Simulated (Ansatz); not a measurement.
```yaml
crystal:
  periodic: [false, false, false]
  atoms:
    - {symbol: Sn, position_ang: [0.632362, -2.400650, -0.227421]}
    - {symbol: Sn, position_ang: [-1.061179, 1.330771, 2.122752]}
    - {symbol: Sn, position_ang: [-0.831403, 0.792133, -0.772510]}
    - {symbol: Sn, position_ang: [0.790885, -0.553956, -2.593289]}
    - {symbol: Cl, position_ang: [1.184276, 2.221051, 1.996097]}
    - {symbol: Cl, position_ang: [2.576326, -0.732220, -0.595579]}
    - {symbol: Cl, position_ang: [-2.954938, 0.557932, -1.887082]}
    - {symbol: Cl, position_ang: [-0.336309, -1.215071, 1.957031]}
basis:
  gaussian: {orbitals: def2-TZVP, initial_orbitals: start.molden}
hamiltonian: {xc: {name: wB97M-V}}
scf: {omitted_lower_state_checks: [starts]}
output: {orbitals: {seedname: orbitals}}
```

The file start.molden holds the orbitals of an earlier run on this structure, at another level or in another basis.

```sh
$ ansatz run in.yaml --threads 4 --pin off --events-out ev --progress --plain --max-ram 4787MiB
```

Q: Does this run fit into the memory that it is given?

A: No. It has 348 basis functions, and Ansatz plans for 6 GiB where 5 GiB are given.
